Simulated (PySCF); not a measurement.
**MAl for M along group 15**

CCSD(T) with double-zeta basis sets in PySCF, for the lowest determinant that a PBE0 search found; no spin–orbit coupling. De refers to high-spin ground-configuration atoms.

```json
{"M": "N", "basis": "def2-SVPD", "reference, frozen orbitals": "UHF, 6", "state (unpaired electrons)": "triplet (π ↑↑)", "Re (Å)": "1.956", "ωe (cm⁻¹)": "604", "De (eV)": "2.17"}
{"M": "Sb", "basis": "def2-SVPD", "reference, frozen orbitals": "UHF, 9", "state (unpaired electrons)": "triplet (π ↑↑)", "Re (Å)": "2.770", "ωe (cm⁻¹)": "251", "De (eV)": "1.47"}
{"M": "Bi", "basis": "def2-SVP", "reference, frozen orbitals": "UHF, 9", "state (unpaired electrons)": "triplet (π ↑↑)", "Re (Å)": "2.848", "ωe (cm⁻¹)": "231", "De (eV)": "1.34"}
```

The shortest bond is that of AlN (1.956 Å), the longest that of AlBi (2.848 Å).

The rows differ in basis set, which adds steps of its own.

Down a group the atoms grow and get heavier, so bonds lengthen and wavenumbers fall; this series shows no clear exception.

Correlated steps freeze the inner cores (6 to 9 orbitals); shallow outer-core shells are correlated. Correlated levels converge slowly with the basis: in double zeta they bind strong bonds too weakly, by up to about 1 eV, and carry superposition errors of some tenths. These are scalar-relativistic numbers at best; spin–orbit coupling would shift them, the dissociation energy most. States were picked by a PBE0 search and need not be the measured ground states.
